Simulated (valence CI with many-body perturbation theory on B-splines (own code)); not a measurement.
**Ladder of approximations for Ta²²⁺**

Calculated by relativistic CI+MBPT: five valence electrons over a frozen Dirac-Fock core [Kr] 4d10, radial functions for each j: 7 s, 7 p, 7 d, 7 f, 4 g, 2 h, with the one-electron correlation potential Σ1 (screened to all orders), the two-electron term Σ2, the three-electron term Σ3, Breit, model QED; selected single and double excitations, second order for the rest (own B-spline code, finite nucleus).

No measured levels were compared; by estimate terms of the open shell hold to a few per cent of their energy, and close levels can change places. Core correlation moves these levels by up to 3400 cm⁻¹, and in measured spectra 5 to 20 % of such shifts remained as error; rates that hang on mixing are uncertain with them. Among the levels kept, up to 900 cm⁻¹ of a level comes from second order outside the variational space, and about a tenth of that is noise between levels of different J, which matters for small intervals. Only levels of the ground parity were solved; by the run's estimate the other parity begins above the list, which can be wrong where configurations are misplaced.

Each rung adds one term. CI alone is the Dirac-Coulomb CI over the frozen core; QED comes last and gives the full result, which names the levels. Energies are above 4f⁵ ⁶H°_5/2 on the same rung, in cm⁻¹.

Names give the largest LS component (configuration and term), which can be under half, so a name can repeat, a term be missing and a line seem to break the LS rules; names also repeat where a configuration has a term twice. Letters in brackets count levels of one name in rising energy.

```tsv
Level	CI alone
4f⁵ ⁶H°_7/2	8029
4f⁵ ⁶H°_9/2	15844
4f⁵ ⁶F°_3/2	21476
4f⁵ ⁶F°_5/2 [a]	21990
4f⁵ ⁶F°_1/2	22003
4f⁵ ⁶H°_11/2	23044
4f⁵ ⁶F°_7/2	28929
4f⁵ ⁶H°_13/2	29486
4f⁵ ⁶H°_15/2	34751
4f⁵ ⁶F°_9/2	36670
4f⁵ ⁶F°_5/2 [b]	42878
4f⁵ ⁶F°_11/2	44317
4f⁵ ⁴M°_15/2	49394
4f⁵ ⁴F°_3/2	48165
4f⁵ ⁴I°_9/2	54204
4f⁵ ⁴L°_13/2 [a]	55921
```

(1) What do these energies become with core correlation, Breit and QED?

(2) How does the ionisation energy move along the ladder, and which term matters most?

## Answers

(1) 4f⁵ ⁶H°_7/2 8403 (+374); 4f⁵ ⁶H°_9/2 16291 (+447); 4f⁵ ⁶F°_3/2 21473 (-3.1); 4f⁵ ⁶F°_5/2 [a] 21824 (-166); 4f⁵ ⁶F°_1/2 21932 (-70); 4f⁵ ⁶H°_11/2 23331 (+287); 4f⁵ ⁶F°_7/2 29036 (+107); 4f⁵ ⁶H°_13/2 29473 (-14); 4f⁵ ⁶H°_15/2 34130 (-621); 4f⁵ ⁶F°_9/2 36696 (+26); 4f⁵ ⁶F°_5/2 [b] 43347 (+469); 4f⁵ ⁶F°_11/2 44094 (-223); 4f⁵ ⁴M°_15/2 47588 (-1806); 4f⁵ ⁴F°_3/2 49729 (+1564); 4f⁵ ⁴I°_9/2 53969 (-235); 4f⁵ ⁴L°_13/2 [a] 54149 (-1772).

(2) CI alone 618.53, + Σ1 621.69, + Σ2 631.95, + Σ3 631.98, + Breit 631.93, + QED 631.97 eV. The largest step is Σ2, 10.26 eV. NIST lists 660 ± 30 eV (theoretical).
